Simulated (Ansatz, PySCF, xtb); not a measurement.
Breaking the Se1–H2 bond in CH4OSe (SMILES CO[SeH]) (multiplicity 1 held, fragments rigid). Energies count from the point at 1.484 Å.
Geometry at that point (charge 0, multiplicity 1):
```tsv
atom	x (Å)	y (Å)	z (Å)
Se	-0.4149	-0.1755	0.5953
H	-1.2102	-1.1283	-0.2177
O	1.0021	-0.0727	-0.5290
C	0.8200	0.7815	-1.6553
H	0.5450	1.7956	-1.3545
H	1.7809	0.8024	-2.1719
H	0.0548	0.3899	-2.3327
```

Restricted levels (R-, RO-) in cc, def2 and unpolarised 6-31G sets keep to the state of the molecule at rest. Unrestricted levels (U-) break spin symmetry where that is lower. Active spaces are followed from a long bond inwards. Left out are points that failed, MP2 points in a non-variational dive below the minimum, coupled-cluster points behind a sign of a changed root (a jump of the amplitudes, or a one-step jump against full CI or MRCI), small-basis points behind a change of solution, and semi-empirical points at long bonds. Levels need not reach the same state.

Cores are frozen in the correlated methods. Filled d and f shells under p-block atoms count as core. Rows in LANL2DZ carry no dispersion term and start afresh at each structure. LANL2DZ brings its own core potentials from Na on.

Codes used: Ansatz (a program for electronic structure) with Gaussian orbitals; PySCF for LANL2DZ rows; xtb for the GFN methods.  The GFN methods have no spin term and hold the electronic entropy of 300 K.

Energies in kJ/mol.

| R (Å) | GFN2-xTB | R-B3LYP/LANL2DZ | U-wB97X-V/cc-pVTZ | R-SCS-MP2/cc-pVTZ | U-SCS-MP2/cc-pVTZ | FIC-MRCISD+Q on CASSCF(4,3)/cc-pVTZ |
|---|---|---|---|---|---|---|
| 1.187 | 106 | 160 | 140 | 140 | 140 | 142 |
| 1.335 | 16 | 35 | 25 | 25 | 25 | 26 |
| 1.484 | 0 | 0 | 0 | 0 | 0 | 0 |
| 1.632 | 13 | 9 | 20 | 20 | 20 | 18 |
| 1.780 | 38 | 39 | 62 | 61 | 61 | 56 |
| 2.003 | 85 | 98 | 138 | 134 | 168 | 122 |
| 2.226 | 135 | 160 | 214 | 205 | 245 | 182 |
| 2.596 | 211 | 252 | 281 | 301 | 291 | 253 |
| 2.967 | 266 | 322 | 301 | 363 | 305 | 289 |
| 3.413 | 307 | 380 | 309 | 397 | left out | 306 |
| 4.006 | 330 | 427 | 311 | 390 | 311 | 312 |
| 4.748 | 335 | left out | 312 | 326 | 311 | 313 |

Doubts at one or more of the structures used: a spin-contaminated determinant (U-wB97X-V/cc-pVTZ, U-SCS-MP2/cc-pVTZ); a restricted determinant that unrestricted orbitals would lower (R-SCS-MP2/cc-pVTZ); active orbitals that take no part (FIC-MRCISD+Q on CASSCF(4,3)/cc-pVTZ).
